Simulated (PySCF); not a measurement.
## Excitation energy of Sn by level of theory

Sn [Kr] 4d10 5s2 5p2 (3P) → Sn [Kr] 4d10 5s2 5p1 6s1 (3P), as a difference of total energies. Computed with PySCF 2.14 in aug-cc-pVTZ-PP with one added diffuse shell each of d, f type with ECP28MDF (6s5p5d3f, 67 functions), with scalar relativity through the core potential. Correlated levels: valence: 4s2 4p6 4d10 frozen. The calculations carry no spin-orbit coupling.

```
           method  excitation energy (cm⁻¹)
              UHF                     33449
              LDA                     33838
              PBE                     32990
             PBE0                     33925
           r2SCAN                     35382
        CAM-B3LYP                     34759
            wB97X                     34716
        BHandHLYP                     34400
             MN15                     34924
    MP2 (valence)                     34343
SCS-MP2 (valence)                     34231
```

Errors of the correlated levels include the incompleteness of this basis and the frozen core.

For comparison: 34479 cm⁻¹ (measured; NIST levels, between the centres of gravity of the two terms).
